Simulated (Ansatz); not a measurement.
`F[SiH2]O[SiH2]Cl` and `NCO[SiH2]Cl` differ in one atom or group.

Ansatz, PBE0-D4/def2-TZVP geometries, multiplicity 1. Each molecule was computed in one conformer, which needn't be the lowest.

```csv
property,`F[SiH2]O[SiH2]Cl`
"ideal-gas entropy at 298 K and 1 bar (rigid rotor, harmonic PBE0-D4/def2-TZVP) / J/(mol·K)",378
size of the dipole moment (PBE/def2-TZVPP) / D,1.26
LUMO energy (PBE0/def2-TZVPP) / eV,0.16
HOMO energy (PBE0/def2-TZVPP) / eV,-9.04
size of the dipole moment (ωB97M-V/def2-TZVPP) / D,1.33
LUMO energy (PBE/def2-TZVPP) / eV,-0.73
```

Problem. Give the same properties after the change, and the shifts. (An estimate is asked.)

Solution. Computed: 
```csv
property,`NCO[SiH2]Cl`,shift
"ideal-gas entropy at 298 K and 1 bar (rigid rotor, harmonic PBE0-D4/def2-TZVP) / J/(mol·K)",361,-17
size of the dipole moment (PBE/def2-TZVPP) / D,1.53,0.27
LUMO energy (PBE0/def2-TZVPP) / eV,0.56,0.40
HOMO energy (PBE0/def2-TZVPP) / eV,-7.82,1.22
size of the dipole moment (ωB97M-V/def2-TZVPP) / D,1.48,0.15
LUMO energy (PBE/def2-TZVPP) / eV,-0.30,0.43
```

With PBE0 the HOMO rises by 1.22 eV and the LUMO rises by 0.40 eV, so the gap narrows by about 0.82 eV. PBE moves the HOMO by 1.33 eV and ωB97M-V by 1.04 eV. The zero-point energy changes by 91.9 kJ/mol with +6 modes. Dipoles are sizes alone; their direction can turn. Modes under 60 cm⁻¹, often nearly free rotors, make the harmonic entropy too high.
